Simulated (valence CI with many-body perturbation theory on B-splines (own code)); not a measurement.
# Sn44+: electric-dipole lines

Calculated by configuration interaction combined with many-body perturbation theory (CI+MBPT): four valence electrons over a frozen Dirac-Fock core [He], radial functions for each j: 11 s, 11 p, 9 d, 7 f, 5 g, 2 h, 1 i, with the one-electron correlation potential Σ1 (screened to all orders), the two-electron term Σ2, the three-electron term Σ3, Breit, model QED; selected single and double excitations, second order for the rest (own B-spline code, finite nucleus).

The last digits are not significant, and no measured levels were compared; by estimate large intervals hold to a few tenths of a per cent, small ones and those within an open d or f shell to about a per cent. Among the levels kept, up to 270 cm⁻¹ of a level comes from second order outside the variational space, and about a tenth of that is noise between levels of different J, which matters for small intervals.

Lines 1 to 50 of 257 in falling wavelength, among levels below 4866.9 eV, chosen from the strongest by gf and those to the six lowest levels. Wavelengths and rates use the calculated energies. Electric multipoles are in the length gauge, E1 and E2 with the static RPA response of the core. Weak lines are less certain than strong ones. Lines between different terms over intervals too small for the method are left out, as are lines whose strength nearly cancels. The highest levels of a list are the least certain.

Levels are named by their leading jj configuration (3d3/2^4 stands for four electrons in 3d with j = 3/2), which in mixed levels can hold well under half, so a name can repeat and another be missing. Letters in brackets count levels of one name in rising energy.

| λ vac (nm) | Upper | Lower | A (s⁻¹) | S (a.u.) |
| --- | --- | --- | --- | --- |
| 18.35 | (2s 2p1/2 2p3/2 3d5/2) J=4 [a] | (2s 2p1/2 2p3/2 3p3/2) J=3 [a] | 5.83e+09 | 1.60e-01 |
| 18.22 | (2s 2p1/2 2p3/2 3d5/2) J=5 | (2s 2p1/2 2p3/2 3p3/2) J=4 | 6.51e+09 | 2.14e-01 |
| 18.06 | (2s 2p1/2 2p3/2 3p1/2) J=2 [b] | (2s 2p1/2 2p3/2 3s) J=3 | 4.40e+09 | 6.40e-02 |
| 17.90 | (2s 2p1/2^2 3d5/2) J=3 | (2s 2p1/2^2 3p3/2) J=2 | 6.69e+09 | 1.33e-01 |
| 16.64 | (2s 2p1/2 2p3/2 3d5/2) J=4 [b] | (2s 2p1/2 2p3/2 3p3/2) J=3 [b] | 6.96e+09 | 1.43e-01 |
| 16.60 | (2s^2 2p1/2 3d5/2) J=3 | (2s^2 2p1/2 3p3/2) J=2 | 7.95e+09 | 1.26e-01 |
| 15.99 | (2s^2 2p3/2 3d5/2) J=4 | (2s^2 2p3/2 3p3/2) J=3 | 6.89e+09 | 1.25e-01 |
| 15.71 | (2s 2p1/2 2p3/2 3d5/2) J=3 [b] | (2s 2p1/2 2p3/2 3p3/2) J=2 [b] | 5.45e+09 | 7.30e-02 |
| 15.66 | (2s^2 2p3/2 3d5/2) J=3 | (2s^2 2p3/2 3p3/2) J=2 | 5.24e+09 | 6.94e-02 |
| 15.61 | (2s 2p1/2^2 3d5/2) J=2 | (2s 2p1/2^2 3p3/2) J=1 | 9.30e+09 | 8.72e-02 |
| 15.54 | (2s 2p1/2 2p3/2 3d5/2) J=3 [a] | (2s 2p1/2 2p3/2 3p3/2) J=2 [a] | 5.25e+09 | 6.81e-02 |
| 15.54 | (2s^2 2p1/2 3d5/2) J=2 | (2s^2 2p1/2 3p3/2) J=1 | 7.19e+09 | 6.66e-02 |
| 11.12 | (2s 2p1/2 2p3/2 3p3/2) J=2 [b] | (2s 2p1/2 2p3/2 3s) J=2 [b] | 1.35e+10 | 4.57e-02 |
| 11.00 | (2s 2p1/2 2p3/2 3d3/2) J=2 [d] | (2s 2p1/2 2p3/2 3p1/2) J=1 [c] | 1.10e+10 | 3.60e-02 |
| 10.81 | (2s 2p1/2 2p3/2 3d3/2) J=2 [b] | (2s 2p1/2 2p3/2 3p1/2) J=2 [b] | 1.53e+10 | 4.79e-02 |
| 10.62 | (2s 2p1/2^2 3p3/2) J=1 | (2s 2p1/2^2 3s) J=0 | 2.70e+10 | 4.79e-02 |
| 10.50 | (2s^2 2p3/2 3p3/2) J=3 | (2s^2 2p3/2 3s) J=2 | 2.09e+10 | 8.36e-02 |
| 10.48 | (2s 2p1/2 2p3/2 3d3/2) J=2 [a] | (2s 2p1/2 2p3/2 3p1/2) J=2 [a] | 1.26e+10 | 3.57e-02 |
| 10.45 | (2s 2p1/2 2p3/2 3p3/2) J=2 [c] | (2s 2p1/2 2p3/2 3s) J=1 [c] | 1.69e+10 | 4.76e-02 |
| 10.40 | (2s 2p1/2 2p3/2 3d3/2) J=4 | (2s 2p1/2 2p3/2 3p1/2) J=3 [b] | 1.98e+10 | 9.87e-02 |
| 10.39 | (2s 2p1/2 2p3/2 3p3/2) J=1 [b] | (2s 2p1/2 2p3/2 3s) J=2 [b] | 2.21e+10 | 3.66e-02 |
| 10.35 | (2s 2p1/2 2p3/2 3p3/2) J=4 | (2s 2p1/2 2p3/2 3s) J=3 | 4.35e+10 | 2.15e-01 |
| 10.34 | (2s 2p1/2 2p3/2 3p3/2) J=2 [a] | (2s^2 2p3/2 3p3/2) J=1 | 1.46e+10 | 3.98e-02 |
| 10.19 | (2s 2p1/2 2p3/2 3p3/2) J=3 [c] | (2s 2p1/2 2p3/2 3s) J=2 [c] | 4.19e+10 | 1.53e-01 |
| 10.19 | (2s 2p1/2^2 3d3/2) J=2 | (2s 2p1/2^2 3p1/2) J=1 | 2.79e+10 | 7.28e-02 |
| 10.16 | (2s 2p1/2 2p3/2 3p3/2) J=3 [b] | (2s 2p1/2 2p3/2 3s) J=2 [b] | 2.42e+10 | 8.75e-02 |
| 10.16 | (2s^2 2p3/2 3d3/2) J=2 | (2s^2 2p3/2 3p1/2) J=1 | 1.42e+10 | 3.66e-02 |
| 9.991 | (2s 2p1/2 2p3/2 3d3/2) J=3 [a] | (2s 2p1/2 2p3/2 3p1/2) J=2 [a] | 2.45e+10 | 8.43e-02 |
| 9.967 | (2s 2p1/2 2p3/2 3d3/2) J=3 [c] | (2s 2p1/2 2p3/2 3p1/2) J=2 [c] | 3.11e+10 | 1.06e-01 |
| 9.825 | (2s 2p1/2 2p3/2 3d3/2) J=2 [a] | (2s 2p1/2 2p3/2 3p1/2) J=1 [a] | 1.64e+10 | 3.83e-02 |
| 9.820 | (2s^2 2p1/2 3d3/2) J=2 | (2s^2 2p1/2 3p1/2) J=1 | 3.13e+10 | 7.32e-02 |
| 9.779 | (2s 2p1/2 2p3/2 3p3/2) J=3 [a] | (2s 2p1/2 2p3/2 3s) J=2 [a] | 4.66e+10 | 1.50e-01 |
| 9.761 | (2s 2p1/2 2p3/2 3d3/2) J=1 [a] | (2s 2p1/2 2p3/2 3p1/2) J=1 [a] | 2.69e+10 | 3.71e-02 |
| 9.716 | (2s 2p1/2^2 3p3/2) J=2 | (2s 2p1/2^2 3s) J=1 | 5.36e+10 | 1.21e-01 |
| 9.712 | (2s 2p1/2 2p3/2^2) J=2 [a] | (2s^2 2p3/2^2) J=2 | 6.26e+08 | 1.41e-03 |
| 9.650 | (2s 2p1/2 2p3/2 3p3/2) J=2 [b] | (2s^2 2p3/2 3p3/2) J=2 | 1.61e+10 | 3.57e-02 |
| 9.520 | (2s^2 2p3/2 3d3/2) J=1 | (2s^2 2p3/2 3p1/2) J=1 | 2.55e+10 | 3.26e-02 |
| 9.492 | (2s 2p1/2 2p3/2 3p1/2) J=3 [b] | (2s^2 2p3/2 3p1/2) J=2 | 2.70e+10 | 7.99e-02 |
| 9.476 | (2s 2p1/2 2p3/2 3p3/2) J=2 [d] | (2s 2p1/2 2p3/2 3s) J=2 [c] | 1.52e+10 | 3.19e-02 |
| 9.409 | (2s 2p1/2 2p3/2 3p3/2) J=2 [d] | (2s 2p1/2 2p3/2 3s) J=1 [c] | 2.63e+10 | 5.41e-02 |
| 9.377 | (2s^2 2p1/2 3p3/2) J=2 | (2s^2 2p1/2 3s) J=1 | 5.51e+10 | 1.12e-01 |
| 9.109 | (2s 2p1/2 2p3/2 3p3/2) J=2 [d] | (2s 2p1/2 2p3/2 3s) J=1 [b] | 1.84e+10 | 3.44e-02 |
| 9.068 | (2s 2p1/2 2p3/2 3p3/2) J=3 [b] | (2s 2p1/2 2p3/2 3s) J=3 | 1.80e+10 | 4.65e-02 |
| 8.998 | (2s^2 2p3/2 3p3/2) J=2 | (2s^2 2p3/2 3s) J=2 | 1.93e+10 | 3.47e-02 |
| 8.846 | (2s 2p1/2 2p3/2 3s) J=3 | (2s^2 2p3/2 3s) J=2 | 3.14e+10 | 7.52e-02 |
| 8.744 | (2s 2p1/2 2p3/2 3p3/2) J=1 [d] | (2s 2p1/2 2p3/2 3s) J=1 [b] | 3.73e+10 | 3.69e-02 |
| 8.710 | (2s 2p1/2 2p3/2 3p3/2) J=2 [a] | (2s 2p1/2 2p3/2 3s) J=2 [a] | 2.72e+10 | 4.43e-02 |
| 8.294 | (2s 2p1/2 2p3/2 3s) J=2 [b] | (2s^2 2p3/2 3s) J=1 | 2.62e+10 | 3.68e-02 |
| 8.214 | (2s 2p1/2^2 2p3/2) J=2 | (2s^2 2p1/2 2p3/2) J=2 | 3.91e+09 | 5.35e-03 |
| 7.807 | (2s 2p1/2 2p3/2 3p3/2) J=3 [b] | (2s^2 2p3/2 3p3/2) J=3 | 2.07e+10 | 3.41e-02 |
